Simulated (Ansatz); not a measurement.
A nudged elastic band was laid between two geometries of CH$_{6}$AlO$_{2}$PSi (12 atoms, charge 0, multiplicity 1).

Method: RKS B3LYP/def2-SVP (Ansatz 0.2.0).

* movable images: 5
* climbing image: yes
* spring: 5.0 eV/Å²
* optimiser: quadratic models (default)
* start path: through a guess of the saddle point
* force threshold: 0.03 eV/Å
* iteration limit: 60
* end points: relaxed

First end point:

```xyz
12
Properties=species:S:1:pos:R:3
P -2.627 -0.399 1.721
Al -0.688 -0.067 0.467
C 1.291 0.037 0.768
O 1.825 0.408 -0.516
Si 0.806 0.666 -1.825
O -0.719 0.365 -1.213
H -3.176 -1.288 0.744
H -2.039 -1.444 2.503
H 1.752 -0.914 1.095
H 1.593 0.789 1.522
H 1.138 -0.276 -2.929
H 0.922 2.070 -2.305
```

Last end point:

```xyz
12
Properties=species:S:1:pos:R:3
P -2.435 -1.452 1.413
Al -0.622 -0.427 0.362
C 1.299 -0.014 0.753
O 1.799 0.546 -0.476
Si 0.803 0.681 -1.821
O -0.670 0.097 -1.292
H -3.334 -0.418 1.000
H -2.146 -0.847 2.677
H 1.904 -0.899 1.027
H 1.449 0.714 1.573
H 1.331 -0.141 -2.943
H 0.698 2.105 -2.240
```

Question: Which bonds break or form, and what moves?

Answer: No bond is made or broken. The height of P1 over the plane of its neighbours goes from 0.87 to -0.87 Å. The two ends are copies of one structure, up to a mirror image or an exchange of like atoms.

Question: What energy profile does the band end with?

Answer: The run converged. The highest image is number 3 of 0 to 6, 0.63 eV above the ends, which have the same energy within 2 meV. A vibrational analysis at the climbing image gives one clearly imaginary mode, 510i cm⁻¹: a first-order saddle point.

```tsv
image	path coordinate (Å)	energy (eV)	height of P1 over the plane of its neighbours (Å)
0	0.00	0.00	0.87
1	0.47	0.02	0.82
2	0.93	0.27	0.52
3	1.40	0.63	0.00
4	1.85	0.28	-0.50
5	2.30	0.02	-0.81
6	2.75	0.00	-0.87
```

Question: What is the geometry of the highest image?

Answer: 
```xyz
12
Properties=species:S:1:pos:R:3:forces:R:3
P -2.383 -0.913 1.477 0.01 0.00 0.00
Al -0.591 -0.229 0.359 0.00 0.00 0.01
C 1.348 0.051 0.744 0.00 -0.01 0.00
O 1.831 0.655 -0.470 0.01 -0.02 -0.01
Si 0.869 0.722 -1.848 0.00 0.01 0.01
O -0.636 0.245 -1.307 -0.01 0.00 -0.01
H -3.689 -1.038 0.979 0.00 0.00 0.00
H -2.372 -1.292 2.828 0.00 0.00 0.00
H 1.906 -0.884 0.945 0.00 0.01 0.00
H 1.565 0.725 1.591 0.00 0.00 0.01
H 1.370 -0.211 -2.895 0.00 0.00 0.00
H 0.858 2.114 -2.368 0.00 0.00 0.00
```

Question: What are the harmonic wavenumbers there?

Answer: 510i, 67, 87, 110, 212, 274, 274, 432, 443, 503, 650, 662, 678, 713, 735, 742, 889, 955, 1014, 1042, 1058, 1212, 1237, 1452, 2231, 2249, 2527, 2561, 3006, 3058 cm⁻¹.

Run time: 8.3 min on 2 threads of Arm Neoverse N1 (shared host), peak memory 0.32 GiB.
